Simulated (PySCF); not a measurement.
C3H8O3Si2.
Geometry (PBE0-D3(BJ)/def2-SVP, Å), atoms numbered from 1 in this order:
```xyz
16
C3H8O3Si2 angstrom
O      3.0660   -1.5025    0.8780
C      2.3207   -0.6498    0.4692
O      2.7101    0.2944   -0.4024
Si     0.4484   -0.5400    0.8969
C     -0.5938   -0.9323   -0.6343
C     -1.8226    0.0049   -0.5965
Si    -1.2586    1.6249    0.2129
O     -0.0171    1.0397    1.1896
H      3.6525    0.1356   -0.5882
H      0.2233   -1.3977    2.0904
H      0.0377   -0.6942   -1.5079
H     -0.8732   -1.9936   -0.7264
H     -2.6138   -0.4274    0.0404
H     -2.2677    0.1438   -1.5949
H     -0.7221    2.6174   -0.7650
H     -2.3086    2.2739    1.0491
```

Probes without a nucleus sit at each ring's centroid and 1 Å off its mean plane on both sides; NICS is minus the shielding there, NICSzz its component along the normal. Level: GIAO PBE0/pcSseg-1 (PySCF, non-relativistic, gas phase) on the PBE0-D3(BJ)/def2-SVP geometry, one conformer.

Ring bond lengths (Å), with Mayer bond orders in brackets: Si4–C5 1.893 (0.92), C5–C6 1.546 (1.01), C6–Si7 1.897 (0.91), Si7–O8 1.685 (0.91), O8–Si4 1.673 (0.93).

Question: Give the NICS values of each ring in ppm.

Answer: 
```json
{"ring": "Si4–C5–C6–Si7–O8", "type": "5-membered ring with O and 2 Si; formal bonds all single", "NICS(0)": "-5.3", "NICS(1), two faces": "-3.1 / -2.9", "NICS(1)zz, two faces": "-3.0 / -2.5", "rms pucker (Å)": "0.16", "centre to ring atoms, mean (Å)": "1.47"}
```

Question: What do they say, and how far can they be read as aromaticity?

Answer: 
- Si4–C5–C6–Si7–O8: mean NICS(1)zz -2.8 ppm, near zero. Si4, C5, C6, Si7 have four or more neighbours, and the NICS criterion for π rings isn't applied.

Question: How do the values depend on the level or the medium?

Answer: 
```
                              level  NICS(0), Si4–C5–C6–Si7–O8  mean NICS(1)zz, Si4–C5–C6–Si7–O8
                 PBE0/pcSseg-1, gas                       -5.3                              -2.8
                 WP04/pcSseg-1, gas                       -4.8                              -2.0
PBE0/pcSseg-1, IEF-PCM acetonitrile                       -5.4                              -2.8
    PBE0/pcSseg-1, IEF-PCM methanol                       -5.4                              -2.8
```

The geometry is the same throughout; the continuum's cavity takes Bondi-type radii × 1.2.
